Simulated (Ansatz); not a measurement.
Reaction (silylene formation by 1,1-elimination): `CC[SiH2]S` → `CCS` + `[SiH2]`

Computed with Ansatz on PBE0-D4/def2-TZVP structures; ΔE is electronic, products minus reactants. CCSD(T)/CBS is the MP2 limit (def2-TZVPP, def2-QZVPP) plus CCSD(T) − MP2 in def2-TZVPP, frozen cores. This one scheme is used for every species. Functionals use def2-TZVPP. Each species was taken in one conformer, which may not be the lowest.

`CC[SiH2]S`:

Cartesian coordinates in Å:
```
C -0.352 1.140 1.256
C 0.321 0.637 -0.019
Si -0.350 -1.015 -0.589
S 0.554 -1.704 -2.405
H -1.426 1.280 1.113
H -0.222 0.436 2.083
H 0.064 2.099 1.575
H 0.195 1.354 -0.837
H 1.401 0.534 0.131
H -0.174 -2.023 0.493
H -1.795 -0.915 -0.923
H 1.784 -1.823 -1.878
```

`CCS`:

```xyz
9

C     0.614    0.154    0.726
C    -0.030    0.242   -0.641
S    -1.786   -0.207   -0.663
H     0.085    0.778    1.448
H     1.657    0.483    0.681
H     0.604   -0.873    1.099
H    -0.015    1.270   -1.012
H     0.502   -0.367   -1.374
H    -1.630   -1.479   -0.262
```

`[SiH2]`:

Cartesian coordinates in Å:
```
Si -0.397 0.526 0.268
H -0.684 -0.683 -0.616
H 1.081 0.156 0.348
```

```tsv
species	revPBE energy (Eh)
`CC[SiH2]S`	-768.63666
`CCS`	-477.96039
`[SiH2]`	-290.55627
```

Question: Work out ΔE.

Answer: ΔE = (-477.96039) + (-290.55627) − (-768.63666) = 0.12000 Eh = +75.3 kcal/mol. CCSD(T)/CBS gives +80.3 kcal/mol.

Largest T1 diagnostic among the species: 0.014.

From BLYP to BHLYP (50 % exact exchange), in def2-TZVPP and without D4, ΔE moves by +6.7 kcal/mol. In def2-TZVPP, CCSD(T) changes the Hartree–Fock value by +3.5 kcal/mol (the triples alone add +1.1 kcal/mol) and MP2 by +9.1 kcal/mol. Leaving LDA and LC-ωPBE aside and taking each functional with its dispersion term where it has one, the values, not all of them listed here, spread over 10.5 kcal/mol, from BLYP-D4 to r2SCAN0-D4. LDA lies +7.8 kcal/mol from PBE without D4.
